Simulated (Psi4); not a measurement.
Cl$_{4}$OW (SMILES [O]=[W]([Cl])([Cl])([Cl])[Cl]), singlet, at a GFN2-xTB geometry (such geometries of metal compounds can be far from the true shape) (core potentials on W). Base run: SVWN/def2-SVP run with Psi4.

Geometry (Å):
```xyz
6

W      0.1646    -0.0505    -0.0900
O      1.5803    -0.4849    -0.8644
Cl     0.4822    -0.5205     2.1035
Cl    -1.2123     0.7445    -1.7041
Cl    -1.1530    -1.8935    -0.1159
Cl     0.4229     2.1175     0.5152
```
All else is at Psi4's defaults (density fitting; Cartesian or spherical functions as each basis is defined).

Variants of this job, named by their change:

```
change              basis functions       E (Eh)  dipole (D)
------------------  ---------------  -----------  ----------
base                            118  -1978.00301        0.73
basis = def2-SV(P)                ?            ?           ?
basis = def2-SVPD               166  -1978.03182        0.64
basis = def2-TZVP               219  -1978.75856        0.66
basis = def2-TZVPP              255  -1978.76447        0.66
basis = def2-TZVPD              267  -1978.76157        0.64
```

### Question
Complete the blanks.

### Answer

- basis = def2-SV(P), basis functions: 111
- basis = def2-SV(P), E (Eh): -1977.96840
- basis = def2-SV(P), dipole (D): 0.72

Totals compare only among sets that treat the same electrons; sets with core potentials leave the core out.
